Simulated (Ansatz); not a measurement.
Consider the hydrogen abstraction from the O–H bond: `N[Si](O)(F)F` + H• → `N[Si]([O])(F)F`• + H₂.

Gas-phase electronic energies from Ansatz, PBE0-D4/def2-TZVP geometries. CCSD(T)/CBS is the MP2 limit (def2-TZVPP, def2-QZVPP) plus CCSD(T) − MP2 in def2-TZVPP, frozen cores. This one scheme is used for every species, atoms too. DFT in def2-TZVPP. No spin–orbit coupling; open shells (•) take unrestricted orbitals. Each species was taken in one conformer, which may not be the lowest.

CCSD(T)/CBS gives +86.7 kJ/mol.

**Question.** Another level gave +50.0 kJ/mol. Which?
A. PBE0/def2-TZVPP
B. PBE/def2-TZVPP
C. CAM-B3LYP-D4/def2-TZVPP
D. BHLYP/def2-TZVPP

**Answer.** B. PBE 50.0, CAM-B3LYP-D4 67.9, BHLYP 58.7, PBE0 72.4 kJ/mol.

**Question.** What do rigid-rotor, harmonic-oscillator terms from PBE0-D4/def2-TZVP frequencies (298.15 K, 1 bar) make of the CCSD(T)/CBS value? (Estimate.)

**Answer.** Computed: ΔZPE = -5.6 kJ/mol, ΔH = +82.9 kJ/mol, ΔS = 21 J/(mol·K), ΔG = +76.8 kJ/mol. Open shells count their whole term as degenerate.

Largest T1 diagnostic among the species: 0.023.

At CCSD(T), def2-SVP lies −4.9 kJ/mol from the extrapolated value and def2-TZVPP −6.5 kJ/mol. In def2-TZVPP, CCSD(T) changes the Hartree–Fock value by +26.0 kJ/mol (the triples alone add +2.8 kJ/mol) and MP2 by +72.9 kJ/mol. From PBE to PBE0 (25 % exact exchange), in def2-TZVPP and without D4, ΔE moves by +22.4 kJ/mol.
